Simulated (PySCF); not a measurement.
The dipole of `COc1scpc1C(C)C` from its density and from atomic charges.

Coordinates (GFN2-xTB, Å) and charges (e) from the PBE0/pcSseg-1 density (PySCF):

```tsv
atom	x	y	z	Mulliken	IAO	Hirshfeld	ESP-fitted
C1	2.865	-1.424	0.271	-0.0483	-0.2139	-0.0363	-0.1510
O2	1.493	-1.116	0.237	-0.4644	-0.3126	-0.0905	-0.2070
C3	1.148	0.143	-0.111	+0.1375	+0.0471	+0.0446	+0.1697
S4	2.362	1.338	-0.456	+0.2524	+0.3187	+0.1014	-0.0232
C5	1.227	2.587	-0.776	-0.5620	-0.5900	-0.1612	-0.2786
P6	-0.430	2.233	-0.655	+0.4886	+0.3386	+0.0738	-0.1066
C7	-0.154	0.538	-0.210	-0.4833	-0.2772	-0.0923	-0.1727
C8	-1.279	-0.414	0.107	-0.2776	-0.0903	-0.0254	+0.5438
C9	-1.588	-0.355	1.604	-0.1871	-0.4116	-0.1221	-0.5124
C10	-2.521	-0.079	-0.711	-0.2135	-0.4170	-0.1233	-0.5647
H11	2.931	-2.473	0.553	+0.1398	+0.1707	+0.0612	+0.1285
H12	3.331	-1.275	-0.709	+0.1225	+0.1413	+0.0402	+0.1070
H13	3.390	-0.810	1.011	+0.1226	+0.1411	+0.0402	+0.1105
H14	1.639	3.543	-1.043	+0.1619	+0.1820	+0.0448	+0.2357
H15	-0.941	-1.427	-0.140	+0.1243	+0.1416	+0.0320	-0.0646
H16	-2.399	-1.035	1.851	+0.1090	+0.1345	+0.0386	+0.1138
H17	-0.711	-0.636	2.183	+0.1201	+0.1425	+0.0339	+0.1133
H18	-1.882	0.656	1.883	+0.1040	+0.1364	+0.0331	+0.1415
H19	-3.310	-0.803	-0.518	+0.1123	+0.1388	+0.0413	+0.1388
H20	-2.293	-0.086	-1.775	+0.1225	+0.1429	+0.0353	+0.1353
H21	-2.886	0.912	-0.442	+0.1186	+0.1364	+0.0307	+0.1430
```

Q: What dipole does each set of charges give (1 e·Å = 4.803 D), and what does the density give?

A: The full density gives (2.07, -1.56, 0.38) D, 2.62 D in size; dipole vectors point from the negative to the positive end.

```
    scheme    μx     μy     μz  size (D)  share of the full size (%)  angle to the full dipole (°)
  Mulliken  0.63   0.97   0.22      1.17                          45                            92
       IAO  2.27  -0.14  -0.02      2.28                          87                            34
 Hirshfeld  1.83  -0.55   0.04      1.91                          73                            22
ESP-fitted  2.03  -1.53   0.39      2.57                          98                             0
```

Q: Which set comes closest?

A: Length of the difference vector: ESP-fitted 0.05 D, Hirshfeld 1.10 D, IAO 1.49 D, Mulliken 2.91 D. Closest: ESP-fitted. ESP charges are fitted to the potential around the molecule, whose slowest-falling term is the dipole's. 

Q: What is left for the Hirshfeld atoms' own dipoles?

A: The Hirshfeld atoms' densities add up to the full density, so μ = Σ q r + Σ (atomic dipoles). The atomic dipoles sum to (2.07, -1.56, 0.38) − (1.83, -0.55, 0.04) = (0.24, -1.01, 0.34) D, 1.10 D in size.

Q: With the origin at the mean of the coordinates, (0.000, 0.001, 0.103) Å, which are the largest single terms, by size, of the ESP-fitted dipole along the direction of the full one?

A: C10 +5.59, H11 +2.38, C1 -2.28, C9 +2.02, H21 -1.99 D; all 21 atoms together +2.57 D. The single terms depend on the origin, their sum doesn't.

Q: Give the size of the full dipole in other units.

A: 2.62 D = 1.030 au = 0.545 e·Å = 8.73 × 10⁻³⁰ C·m.

Isolated species at its GFN2-xTB geometry (one conformer only).

The run behind these numbers computed NMR shieldings as well. The run took 62 s of wall time (grids of density and orbitals included) on an Arm Neoverse V2 with one thread, no GPU, shared host with 48 logical CPUs at a one-minute load of 16, and the process peaked at 1.1 GiB of memory.

Shape of the structure used: `[CH3:1][O:2][c:3]1[s:4][cH:5][p:6][c:7]1[CH:8]([CH3:9])[CH3:10]`: C1–O2–C3–S4 -2°, P6–C7–C8–C9 -90°.
